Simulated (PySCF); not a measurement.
The isolated species `CCOC(C)(C)C` is ionised with synchrotron light (hν = 1050.0 eV). Calculated photoelectron kinetic energies of its computed core levels, recoil neglected:

```tsv
line	kinetic energy (eV)
1	759.73
2	759.50
3	758.24
4	758.18
5	512.34
```

Method used: PySCF, delta-SCF UKS SCAN, pcX-2 on the ionised atom, pcseg-1 elsewhere, spin-free X2C.

Q: Convert to binding energies and name the level and atom behind each line. Numbering: `[CH3:1][CH2:2][O:3][C:4]([CH3:5])([CH3:6])[CH3:7]`.

A: Against the vacuum level, binding energy = hν − kinetic energy.

```csv
line,binding energy (eV),level,atoms,environment
1,290.27,C 1s,C5/C6/C7,methyl carbon
2,290.50,C 1s,C1,methyl carbon
3,291.76,C 1s,C2,sp3 carbon bound to oxygen
4,291.82,C 1s,C4,sp3 carbon bound to oxygen
5,537.66,O 1s,O3,ether oxygen
```

Q: Where does line 1 move with hν = 1486.6 eV?

A: To 1486.6 − 290.27 = 1196.33 eV; every photoline shifts by the change in photon energy, +436.6 eV.

Lowest listed C 1s: C5/C6/C7, bonded to C and 3 H. Highest, 1.55 eV above it: C4, bonded to O and 3 C. The widest gap between neighbouring values is 1.26 eV, between 290.50 and 291.76 eV. Summing the Pauling electronegativity differences to the bonded atoms, each weighted by its formal bond order, gives -1.05 for the lowest site and +0.89 for the highest; no listed site has a larger sum than the highest.

Q: What is the longest wavelength that can ionise C 1s of C2 vertically?

A: λ = hc/E = 12398.42 eV Å / 291.76 eV = 42.495 Å.

Other core shells, valence and Auger electrons aren't listed. Topologically equivalent atoms share the value of their first member; where this conformer doesn't relate them by symmetry, their own values could differ. Isolated species at its PBE0-D3(BJ)/def2-SVP geometry (one conformer only).

The values belong to the conformer `[CH3:1][CH2:2][O:3][C:4]([CH3:5])([CH3:6])[CH3:7]`: C1–C2–O3–C4 180°, C2–O3–C4–C5 180°.
